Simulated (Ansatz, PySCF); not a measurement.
Energy difference R1 + R2 → P1, each structure at its B3LYP-D3(BJ)/def2-TZVP stationary point, reached from a drawn start (curvature not checked).
R1, H2O3Ti (SMILES [O]=[Ti]([OH])[OH]) (charge 0, multiplicity 1):
| atom | x (Å) | y (Å) | z (Å) |
|---|---|---|---|
| Ti | 0.3727 | -0.1110 | 0.0000 |
| O | 1.9859 | -0.2341 | 0.0000 |
| O | -0.3577 | 1.5693 | 0.0000 |
| H | 0.0271 | 2.4496 | 0.0000 |
| O | -0.5525 | -1.7052 | 0.0000 |
| H | -1.4756 | -1.9686 | 0.0000 |
P1: H4O4Ti (SMILES [OH][Ti]([OH])([OH])[OH]), charge 0, multiplicity 1.
R2: H2O (SMILES O), charge 0, multiplicity 1.

P less R. No zero-point or thermal terms; no spin–orbit coupling. One arrangement of each flexible species, with no search for the lowest.

Frozen-core correlation throughout.

Codes used: Ansatz (Gaussian basis) for Hartree–Fock, density functionals and correlated methods; PySCF for the D3/D4 terms. No computed number here is a measurement.

| level | reaction energy (kcal/mol) |
|---|---|
| revPBE/def2-TZVPP | -43.95 |
| r2SCAN-D3(BJ)/def2-TZVPP | -54.49 |
| r2SCAN-D4/def2-TZVPP | -54.49 |
| B3LYP-D3(BJ)/def2-TZVPP | -52.90 |
| BHLYP/def2-TZVPP | -55.81 |
| wB97X-V/def2-TZVPP | -52.15 |
| wB97M-V/def2-TZVPP | -52.51 |
| B2PLYP/def2-TZVPP | -44.60 |
| SCS-MP2/def2-SVP | ? |

### Question
Some entries are withheld; supply them.

### Answer

- SCS-MP2/def2-SVP, reaction energy (kcal/mol): -37.64

Ansatz is an electronic-structure program.
